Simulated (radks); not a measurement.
The numbers below are computed, except where a source is named.
Neutral gadolinium inside a hard spherical wall (all orbitals vanish at R), configuration held at [Xe] 4f7 5d1 6s2 and not refilled when levels cross. Level of theory: scalar-relativistic Kohn-Sham, PBEsol, spin-polarised, spherical densities, finite nucleus; open shells are filled with parallel spins first (spin-orbit coupling, left out, can overturn this in heavy ions); Fermi nuclear charge, rms radius 5.1569 fm (a radial shooting solver on a logarithmic mesh with Libxc functionals). Eigenvalues in eV for spin up, with the zero of energy where the potential of the charges vanishes at infinity; a dash marks a level that is unbound or too diffuse for the functional's potential to be trusted. A positive occupied level is held by the wall or, in an anion where self-interaction has pushed it up, behind a barrier. The pressure on the wall is -dE/dV.

| R (bohr) | E (hartree) | kinetic (hartree) | e(5p) | e(4f) | e(6s) | e(5d) | e(6p, empty) | e(7s, empty) | pressure (GPa) |
|---|---|---|---|---|---|---|---|---|---|
| free | -11266.7727 | 12095.414 | -28.191 | -10.472 | -4.376 | -2.988 | -1.420 | - | 0 |
| 20 | -11266.7727 | 12095.414 | -28.191 | -10.472 | -4.376 | -2.988 | -1.420 | - | < 0.0001 |
| 15 | -11266.7727 | 12095.415 | -28.189 | -10.471 | -4.375 | -2.986 | -1.411 | 0.335 | 0.000140 |
| 8 | -11266.7569 | 12095.524 | -27.554 | -9.821 | -3.848 | -2.432 | -0.371 | 5.806 | 0.566 |
| 7 | -11266.7306 | 12095.664 | -26.931 | -9.174 | -3.228 | -1.872 | 0.673 | 9.562 | 1.96 |
| 6 | -11266.6604 | 12095.982 | -25.813 | -7.994 | -1.858 | -0.801 | 2.848 | 16.494 | 7.23 |
| 4 | -11265.8225 | 12099.183 | -20.043 | -1.421 | 10.284 | 6.137 | 20.052 | 61.425 | 169 |
| 3.5 | -11264.9662 | 12102.413 | -16.308 | 3.024 | 20.708 | 11.229 | 33.550 | 92.458 | 470 |
| 3 | -11263.0256 | 12109.605 | -9.367 | 11.035 | 41.491 | 20.838 | 58.912 | 146.91 | 1520 |
| 2 | -11243.4236 | 12174.243 | 42.812 | 58.312 | 194.92 | 89.918 | 229.78 | 475.81 | 29400 |
| 1.5 | -11189.5132 | 12334.888 | 166.13 | 135.53 | 504.89 | 237.10 | 556.49 | 1055.1 | 216000 |
